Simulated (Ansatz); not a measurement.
**Energy profile**

The step: Si₂H₃ClOF₂ ([F][Si]([F])([Cl])[O][SiH3]) + HCl + HF → SiCl₂F₂ ([F][Si]([F])([Cl])[Cl]) + SiH₄O ([OH][SiH3]) + HF (still joined by a long Si–O bond); bonds formed: Si1–Cl8, O2–H9, H7–F10; bonds broken: H7–Cl8, H9–F10; bonds weakened to dative contacts: Si1–O2 (atoms numbered as in the saddle structure below).

Si1  (-0.756, 0.772, 0.934)
O2  (0.162, -0.116, -0.200)
Si3  (-0.242, -0.189, -1.874)
F4  (-1.786, 1.239, -0.226)
F5  (-0.253, 2.206, 1.348)
Cl6  (-2.055, -0.248, 2.100)
H7  (1.743, -0.862, 1.559)
Cl8  (1.054, 0.082, 2.560)
H9  (1.069, -0.784, 0.107)
F10  (1.953, -1.388, 0.563)
H11  (-0.158, 1.166, -2.446)
H12  (0.833, -1.062, -2.395)
H13  (-1.565, -0.818, -2.028)
(Å)

Electronic energies by CCSD(T) at an estimated basis limit (MP2 extrapolated from triple and quadruple zeta, plus CCSD(T) − MP2 in triple zeta), on PBE0-D4/def2-TZVP structures; Si2H5Cl2OF3, singlet; no counterpoise correction. Computed with Ansatz 0.2.0 (basis: def2-TZVPP and def2-QZVPP); correlated methods freeze the cores. Extrapolation: Hartree–Fock as exp(−7.88 √X), correlation as X^−2.97.

**Question.** Give the profile in kJ/mol, counted from the separated reactants. (To be estimated.)

**Answer.** Computed:
```json
{"point": "separated: Si2H3ClOF2 (linked as [F][Si]([F])([Cl])[O][SiH3]; Si1, O2, Si3, F4, F5, Cl6, H11, H12, H13; singlet) + HCl (H7, Cl8; singlet) + HF (H9, F10; singlet)", "kJ/mol": "0.0"}
{"point": "start structure", "kJ/mol": "-34.4"}
{"point": "saddle", "kJ/mol": "75.2"}
{"point": "end structure", "kJ/mol": "42.2"}
{"point": "separated: SiCl2F2 (linked as [F][Si]([F])([Cl])[Cl]; Si1, F4, F5, Cl6, Cl8; singlet) + SiH4O (linked as [OH][SiH3]; O2, Si3, H9, H11, H12, H13; singlet) + HF (H7, F10; singlet)", "kJ/mol": "43.5"}
```

The T1 diagnostic stays at or below 0.011.

For scale, one of the runs: CCSD(T)/def2-TZVPP, 362 basis functions, launched by `ansatz run in.yaml --threads 4 --pin off --events-out ev --progress --plain --max-ram 46080MiB --backend cuda --devices 0, --max-vram 37GiB`. Hardware: 4 CPU threads of an AMD EPYC 7R13 and a share of one NVIDIA H100, shared host. Wall time 15 s; peak host memory 0.9 GiB.
